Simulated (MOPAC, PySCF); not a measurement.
H₁₂Si₄Sn, SMILES `[SiH3][Sn]([SiH3])([SiH3])[SiH3]`, neutral singlet in the gas phase. 

Cartesian coordinates (Å):
SMILES: [SiH3][Sn]([SiH3])([SiH3])[SiH3]
```xyz
17

Si    -0.4546     2.3239    -0.9949
Sn     0.0007     0.0001    -0.0001
Si    -1.5766    -0.4037     1.9865
Si     2.4377    -0.1264     0.8014
Si    -0.4059    -1.7939    -1.7928
H      0.4541     2.5775    -2.1552
H     -0.2230     3.3831     0.0353
H     -1.8708     2.4160    -1.4664
H     -3.0013    -0.3394     1.5368
H     -1.3594     0.6354     3.0396
H     -1.3230    -1.7510     2.5833
H      2.6876     0.8987     1.8615
H      2.7271    -1.4804     1.3664
H      3.3715     0.1265    -0.3392
H     -0.1545    -3.1560    -1.2285
H      0.5095    -1.5809    -2.9561
H     -1.8192    -1.7294    -2.2773
```
Charge 0, multiplicity 1.

All levels are single points at this geometry (PBE0-D4/def2-SVP); Pople sets use spherical d functions. Orbital energies aren't observables, and empty levels follow the basis.

PBE-D3(BJ)/def2-TZVP in PySCF gives gap (eV) = 5.31.

### Question
Estimate the gap (eV) from each of these levels: PBE0-D4/def2-TZVP in PySCF; B3LYP/LANL2DZ in PySCF; M06-2X/6-31G* (LANL2DZ on Sn) in PySCF; PBE/6-31G* (LANL2DZ on Sn) in PySCF; SVWN5/6-31G* (LANL2DZ on Sn) in PySCF; AM1 in MOPAC; PM3 in MOPAC; PM6 in MOPAC.

### Answer

| level | gap (eV) |
|---|---|
| PBE0-D4/def2-TZVP in PySCF | 7.13 |
| B3LYP/LANL2DZ in PySCF | 7.30 |
| M06-2X/6-31G* (LANL2DZ on Sn) in PySCF | 8.86 |
| PBE/6-31G* (LANL2DZ on Sn) in PySCF | 5.70 |
| SVWN5/6-31G* (LANL2DZ on Sn) in PySCF | 5.57 |
| AM1 in MOPAC | 9.45 |
| PM3 in MOPAC | 8.60 |
| PM6 in MOPAC | 8.59 |
